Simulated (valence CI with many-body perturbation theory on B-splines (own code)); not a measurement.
Sensitivity of CI+MBPT for Sm39+

Calculated by configuration interaction combined with many-body perturbation theory (CI+MBPT): five valence electrons over a frozen Dirac-Fock core [Ar], a basis of 6 s, 6 p, 5 d, 5 f, 1 g functions for each j, with the one-electron correlation potential Σ1, the two-electron term Σ2, the three-electron term Σ3, Breit, model QED; selected CI, second order for the rest, scaled by the run's own slope (own B-spline code, finite nucleus).

The last digits are not significant, and no measured levels were compared; by estimate large intervals hold to a few tenths of a per cent, small ones and those within an open d or f shell to about a per cent. Among the levels kept, up to 580 cm⁻¹ of a level comes from second order outside the variational space, and about a tenth of that is noise between levels of different J, which matters for small intervals. Only levels of the ground parity were solved; by the run's estimate the other parity begins above the list, which can be wrong where configurations are misplaced.

The reference run has the lowest level (3d3/2^4 3d5/2) J=5/2 and an ionisation energy of 2887.14 eV. Its largest variational space holds 9999 state functions.

Levels are named by their leading jj configuration (3d3/2^4 stands for four electrons in 3d with j = 3/2), which in mixed levels can hold well under half, so a name can repeat and another be missing. Letters in brackets count levels of one name in rising energy.

Changed runs:
A. lowest core n in screening and Σ2 1 → 2
B. core polarisation of operators on → off
C. logarithmic knot step 0.27 → 0.2
D. scale of Σ2 1 → -1 (bad on purpose)

Excitation energies of the reference run in cm⁻¹, and shifts in cm⁻¹:

| Level | Reference | A | B | C | D |
| --- | --- | --- | --- | --- | --- |
| (3d3/2^3 3d5/2^2) J=5/2 [a] | 169832 | +0.2 | 0 | +0.1 | -6141 |
| (3d3/2^3 3d5/2^2) J=7/2 [a] | 248786 | +0.9 | 0 | +0.1 | -2681 |
| (3d3/2^3 3d5/2^2) J=3/2 [a] | 256960 | +0.9 | 0 | +0.1 | +800 |
| (3d3/2^3 3d5/2^2) J=11/2 | 259545 | +0.8 | 0 | +0.1 | -8568 |
| (3d3/2^3 3d5/2^2) J=9/2 | 287947 | +1.3 | 0 | +0.1 | -3453 |
| (3d3/2^3 3d5/2^2) J=5/2 [b] | 303518 | +1.4 | 0 | +0.1 | +1238 |
| (3d3/2^3 3d5/2^2) J=1/2 | 315662 | +1.2 | 0 | +0.1 | +2636 |
| (3d3/2^3 3d5/2^2) J=7/2 [b] | 340687 | +1.9 | 0 | +0.1 | +3570 |
| (3d3/2^2 3d5/2^3) J=5/2 [a] | 415945 | +0.8 | 0 | +0.2 | -5965 |
| (3d3/2^3 3d5/2^2) J=3/2 [b] | 419715 | +1.5 | 0 | +0.2 | +4447 |
| (3d3/2^2 3d5/2^3) J=7/2 [a] | 461081 | +1.4 | 0 | +0.2 | -5548 |
| (3d3/2^2 3d5/2^3) J=11/2 | 467611 | +1.1 | 0 | +0.2 | -14151 |
| Ionisation energy (eV) | 2887.14 | +0.00011 | 0 | +0.0014 | -20.25 |

No effect on these energies: B.
